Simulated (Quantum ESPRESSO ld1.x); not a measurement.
Species: the iron ion Fe8+. Configuration: [Ar] (the NIST ground configuration).

Method: scalar-relativistic Kohn-Sham, PBE, spin-unpolarised, spherical densities, point nucleus; computed with ld1.x of Quantum ESPRESSO 7.5.

Energy parts (eV):
total: -34066.3
kinetic: 34490.1
electron-nucleus: -78155.9
Hartree: 10962.4
exchange-correlation: -1362.9

Orbitals (lengths in bohr, moments of r in powers of bohr; <r^-3> diverges for s and p1/2):
orbital  occ.  eigenvalue (eV)  <r^-3>       <r^4>
1s          2         -7179.38       -  0.00005439
2s          2         -1005.22       -     0.01219
2p          6         -883.783   480.8    0.009311
3s          2         -256.170       -      0.6181
3p          6         -220.440   76.89      0.7072
3d          0         -165.056   9.062      0.8066
4s          0         -105.013       -       12.50
4p          0         -93.2725   20.05       15.67

The highest occupied level is 3p at -220.44 eV. For comparison, the ionisation energy in NIST's Atomic Spectra Database is 233.6 eV (semi-empirical). In exact Kohn-Sham theory the highest level is minus the ionisation energy, but local and semilocal functionals leave it too shallow, through self-interaction and a potential that decays too fast; potentials with the right tail come closer. The density falls to 0.001 e/bohr^3 at r = 1.95 bohr. Summed over all electrons, <r^2> = 5.861 bohr^2, which gives a Langevin (diamagnetic) susceptibility term of -4.64 x 10^-6 cm^3/mol.
